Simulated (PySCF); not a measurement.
## Correlation energy of Be (beryllium, neutral)

[He] 2s1 2p1, high-spin 3P determinant (an excited configuration). Calculation: PySCF 2.14, in aug-cc-pCVTZ-DK with one added diffuse shell each of s, p, d, f type (8s7p5d3f, 75 functions); scalar relativity by spin-free X2C-1e. Frozen: 1s2; 2 electrons correlated.

With two correlated electrons CCSD is exact within the correlated space (frozen core and kept virtual orbitals).

```json
{"level": "CCSD", "correlation energy (mhartree)": "-4.89"}
```

Diagnostics: T1 = 0.0044, D1 = 0.0071, largest double amplitude 0.029.

**Question.** Is a single reference adequate?

**Answer.** Yes: T1 lies below 0.03 and no double amplitude reaches 0.07.
